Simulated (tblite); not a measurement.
Species: C4H9GeNSi.
Atom-mapped SMILES: `[N:1]#[C:2][CH2:3]/[CH:4]=[CH:5]\[GeH2:6][SiH3:7]` (hydrogens: H8, H9 on C3; H10 on C4; H11 on C5; H12, H13 on Ge6; H14, H15, H16 on Si7)

Computed with GFN2-xTB (tblite), gas phase: L-BFGS steps from a force-field or distance-geometry start until the largest atomic force falls under 0.01 eV/Å.

Step 23: E = -534.7455 eV
```
atom  x, y, z in Å  |  force x, y, z in eV/Å
N1      3.9203    1.3380    0.9782   -0.013  -0.046   0.031
C2      3.1787    0.7833    0.3081    0.010   0.046  -0.035
C3      2.2422    0.0976   -0.5461    0.003  -0.018   0.027
C4      1.4756   -0.9372    0.2250    0.025   0.003   0.033
C5      0.1667   -0.8860    0.4225   -0.038  -0.028  -0.047
Ge6    -1.0697    0.5142   -0.2041    0.051  -0.061  -0.035
Si7    -3.3273   -0.0201    0.1324    0.044  -0.010   0.000
H8      2.8072   -0.3799   -1.3552   -0.025   0.045  -0.001
H9      1.5477    0.8369   -0.9597    0.068  -0.030  -0.031
H10     2.0767   -1.7457    0.6315   -0.016   0.018  -0.024
H11    -0.2763   -1.7000    0.9876   -0.030   0.051   0.000
H12    -0.7261    0.7724   -1.6693   -0.034  -0.022   0.075
H13    -0.5637    1.7874    0.4403   -0.051   0.038  -0.006
H14    -3.4311   -1.2760    0.8742    0.010  -0.030   0.029
H15    -3.9987   -0.1967   -1.1518   -0.008  -0.009  -0.061
H16    -4.0298    1.0207    0.8750    0.005   0.052   0.044
```

Step 24: E = -534.7469 eV
```
atom  x, y, z in Å  |  force x, y, z in eV/Å
N1      3.9236    1.3321    0.9837   -0.042  -0.050  -0.006
C2      3.1804    0.7860    0.3079    0.003   0.013  -0.008
C3      2.2434    0.0989   -0.5467    0.013  -0.010   0.023
C4      1.4745   -0.9363    0.2236    0.034   0.040   0.030
C5      0.1650   -0.8854    0.4208    0.017  -0.031  -0.043
Ge6    -1.0736    0.5117   -0.2042    0.072  -0.010  -0.004
Si7    -3.3288   -0.0215    0.1346    0.036  -0.011  -0.002
H8      2.8113   -0.3826   -1.3518   -0.030   0.056   0.001
H9      1.5516    0.8379   -0.9665    0.070  -0.043  -0.017
H10     2.0783   -1.7434    0.6295   -0.036   0.019  -0.022
H11    -0.2757   -1.6991    0.9872   -0.041   0.038   0.004
H12    -0.7324    0.7693   -1.6678   -0.025  -0.016   0.051
H13    -0.5716    1.7906    0.4395   -0.056  -0.001  -0.024
H14    -3.4300   -1.2780    0.8765    0.000  -0.020   0.023
H15    -3.9951   -0.1943   -1.1530   -0.016  -0.015  -0.050
H16    -4.0285    1.0229    0.8752    0.003   0.040   0.043
```

Step 25: E = -534.7480 eV
```
atom  x, y, z in Å  |  force x, y, z in eV/Å
N1      3.9258    1.3268    0.9882   -0.049  -0.038  -0.021
C2      3.1815    0.7882    0.3074   -0.002  -0.018   0.015
C3      2.2445    0.0998   -0.5467    0.020   0.001   0.009
C4      1.4740   -0.9348    0.2231    0.029   0.055   0.023
C5      0.1641   -0.8855    0.4187    0.055  -0.023  -0.031
Ge6    -1.0751    0.5094   -0.2043    0.056   0.031   0.029
Si7    -3.3291   -0.0227    0.1362    0.014  -0.005  -0.005
H8      2.8139   -0.3837   -1.3492   -0.022   0.049  -0.006
H9      1.5560    0.8380   -0.9723    0.052  -0.036  -0.009
H10     2.0787   -1.7414    0.6276   -0.036   0.008  -0.009
H11    -0.2760   -1.6977    0.9869   -0.044   0.022   0.004
H12    -0.7378    0.7666   -1.6657   -0.012  -0.009   0.016
H13    -0.5791    1.7933    0.4385   -0.054  -0.029  -0.035
H14    -3.4291   -1.2800    0.8789   -0.007  -0.003   0.012
H15    -3.9926   -0.1927   -1.1549   -0.012  -0.017  -0.021
H16    -4.0273    1.0254    0.8762    0.013   0.013   0.029
```

Task: Estimate the geometry and energy of step 26. (The exact step hangs on the optimiser's Hessian estimate; all steps are aligned on step 25, rigid shifts and turns removed.)

Result: E = -534.7488 eV, largest force 0.061 eV/Å
```
atom  x, y, z in Å  |  force x, y, z in eV/Å
N1      3.9269    1.3224    0.9915   -0.034  -0.017  -0.012
C2      3.1824    0.7890    0.3073   -0.005  -0.036   0.026
C3      2.2462    0.1004   -0.5466    0.018   0.005  -0.006
C4      1.4747   -0.9326    0.2231    0.015   0.042   0.015
C5      0.1644   -0.8857    0.4165    0.055  -0.005  -0.013
Ge6    -1.0752    0.5082   -0.2039    0.022   0.038   0.041
Si7    -3.3296   -0.0235    0.1374   -0.003   0.002  -0.008
H8      2.8162   -0.3837   -1.3476   -0.006   0.031  -0.018
H9      1.5607    0.8375   -0.9769    0.024  -0.015  -0.007
H10     2.0784   -1.7397    0.6261   -0.020  -0.007   0.006
H11    -0.2766   -1.6960    0.9867   -0.034   0.012  -0.001
H12    -0.7425    0.7645   -1.6640   -0.001  -0.002  -0.011
H13    -0.5849    1.7948    0.4369   -0.043  -0.030  -0.032
H14    -3.4295   -1.2815    0.8808   -0.010   0.013   0.001
H15    -3.9917   -0.1920   -1.1564   -0.003  -0.016   0.008
H16    -4.0275    1.0270    0.8777    0.026  -0.013   0.012
```

The energy changes by -0.0008 eV. The first-order estimate −F·Δx gives -0.0011 eV and the mean of the old and new forces, exact on a quadratic surface, -0.0008 eV. The step makes an angle of 65° with the force vector and moves no atom by more than 0.007 Å.

The cost below is that of the whole relaxation. Hardware: an Arm Neoverse N1 with one thread, no GPU, shared host with 64 logical CPUs at a one-minute load of 60. Cost: 0.94 s of wall time.
